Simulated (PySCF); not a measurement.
Computed Raman spectrum (relative Raman activity) of a molecule C₂H₆Se₂. Geometry optimised at B3LYP-D3(BJ)/def2-SVP. One conformer was computed; it need not be the lowest. All values below come from B3LYP-D3(BJ)/def2-SVP (PySCF). Frequencies are harmonic and unscaled.

| ν (cm⁻¹) | relative intensity |
|---|---|
| 245 | 2.2 |
| 274 | 3.3 |
| 286 | 2.9 |
| 307 | 2.2 |
| 540 | 9.4 |
| 729 | 14 |
| 1004 | 2.6 |
| 1068 | 2.4 |
| 1255 | 2.6 |
| 1392 | 2.4 |
| 1439 | 7.2 |
| 1461 | 9.3 |
| 1476 | 5.9 |
| 2357 | 100 |
| 3026 | 84 |
| 3049 | 83 |
| 3105 | 51 |
| 3114 | 51 |
| 3132 | 6.5 |

Pick the molecule that these values belong to.
A) C[Se]C[SeH]
B) [SeH]CC[SeH]
C) CC([SeH])[SeH]
D) CC[Se][SeH]

D, CC[Se][SeH]
